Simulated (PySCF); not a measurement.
Br₃Sn (SMILES [Br][Sn]([Br])[Br]), doublet, at a GFN2-xTB geometry (such geometries of metal compounds can be far from the true shape) (the spin is typed, not shown lowest) (core potentials on Sn); PBE0/def2-SVP (PySCF).

Here is a job for PySCF.
```python
from pyscf import gto, scf, dft

mol = gto.M(
    atom='''
Sn   -0.30559618    0.27078947    0.55707516
Br   -1.69678763   -1.64465708   -0.53914098
Br    0.10094843    2.02068988   -1.33464601
Br    2.03240517   -0.76287491    1.07796533
''',
    basis='def2-svp',
    ecp={'Sn': 'def2-svp'},
    spin=1,
    verbose=4,
)

mf = dft.UKS(mol)
mf.xc = 'pbe0'
mf.kernel()
```

What the program printed (banner, timings and long lists left out):

```
PySCF version 2.14.0

[INPUT] verbose = 4
[INPUT] num. atoms = 4
[INPUT] num. electrons = 127
[INPUT] charge = 0
[INPUT] spin (= nelec alpha-beta = 2S) = 1
[INPUT] symmetry False subgroup None
[INPUT] Mole.unit = angstrom
[INPUT] Symbol           X                Y                Z      unit          X                Y                Z       unit  Magmom
[INPUT]  1 Sn    -0.305596180000   0.270789470000   0.557075160000 AA   -0.577493084913   0.511717935716   1.052719483198 Bohr   0.0
[INPUT]  2 Br    -1.696787630000  -1.644657080000  -0.539140980000 AA   -3.206463912250  -3.107951450027  -1.018828794730 Bohr   0.0
[INPUT]  3 Br     0.100948430000   2.020689880000  -1.334646010000 AA    0.190764885405   3.818550455880  -2.522115432144 Bohr   0.0
[INPUT]  4 Br     2.032405170000  -0.762874910000   1.077965330000 AA    3.840689145450  -1.441624647202   2.037059245476 Bohr   0.0

nuclear repulsion = 936.126079978873
number of shells = 46
number of NR pGTOs = 283
number of NR cGTOs = 122
basis = def2-svp
ecp = {'Sn': 'def2-svp'}

******** <class 'pyscf.dft.uks.UKS'> ********
method = UKS
initial guess = minao
damping factor = 0
level_shift factor = 0
DIIS = <class 'pyscf.scf.diis.CDIIS'>
diis_start_cycle = 1
diis_space = 8
diis_damp = 0
SCF conv_tol = 1e-09
SCF conv_tol_grad = None
SCF max_cycles = 50
direct_scf = True
direct_scf_tol = 1e-13
number electrons alpha = 64  beta = 63
XC library pyscf.dft.libxc version 7.1.2
    S. Lehtola, C. Steigemann, M. J. T. Oliveira, and M. A. L. Marques,  SoftwareX 7, 1–5 (2018)
XC functionals = pbe0
    C. Adamo and V. Barone,  J. Chem. Phys. 110, 6158 (1999)
    M. Ernzerhof and G. E. Scuseria,  J. Chem. Phys. 110, 5029 (1999)
radial grids:
    Treutler-Ahlrichs [JCP 102, 346 (1995); DOI:10.1063/1.469408] (M4) radial grids

becke partition: Becke, JCP 88, 2547 (1988); DOI:10.1063/1.454033
pruning grids: <function nwchem_prune>
grids dens level: 3
symmetrized grids: False
atomic radii adjust function: <function treutler_atomic_radii_adjust>
small_rho_cutoff = 0
Set gradient conv threshold to 3.16228e-05
tot grids = 83232
init E= -7909.22910051457

cycle= 1 E= -7932.29089854184  delta_E= -23.1  |g|= 2.19  |ddm|= 5.43

cycle= 2 E= -7925.95201882689  delta_E= 6.34  |g|= 4.63  |ddm|= 8.09
cycle= 3 E= -7934.60881943089  delta_E= -8.66  |g|= 0.733  |ddm|= 6.35
cycle= 4 E= -7934.97363605207  delta_E= -0.365  |g|= 0.387  |ddm|= 1.72
cycle= 5 E= -7935.0656433227  delta_E= -0.092  |g|= 0.0464  |ddm|= 0.477
cycle= 6 E= -7935.06642501039  delta_E= -0.000782  |g|= 0.013  |ddm|= 0.057
cycle= 7 E= -7935.06651193832  delta_E= -8.69e-05  |g|= 0.00441  |ddm|= 0.0218
cycle= 8 E= -7935.06652548431  delta_E= -1.35e-05  |g|= 0.00263  |ddm|= 0.0107
cycle= 9 E= -7935.06653072334  delta_E= -5.24e-06  |g|= 0.000756  |ddm|= 0.00553
cycle= 10 E= -7935.0665312871  delta_E= -5.64e-07  |g|= 0.000207  |ddm|= 0.00194
cycle= 11 E= -7935.06653135091  delta_E= -6.38e-08  |g|= 5.33e-05  |ddm|= 0.000677
cycle= 12 E= -7935.06653135846  delta_E= -7.55e-09  |g|= 1.98e-05  |ddm|= 0.000315
cycle= 13 E= -7935.06653135892  delta_E= -4.66e-10  |g|= 1.3e-05  |ddm|= 6.85e-05
Extra cycle  E= -7935.06653135892  delta_E= 3.64e-12  |g|= 1.67e-05  |ddm|= 4.37e-05
converged SCF energy = -7935.06653135892  <S^2> = 0.75666146  2S+1 = 2.0066504
```
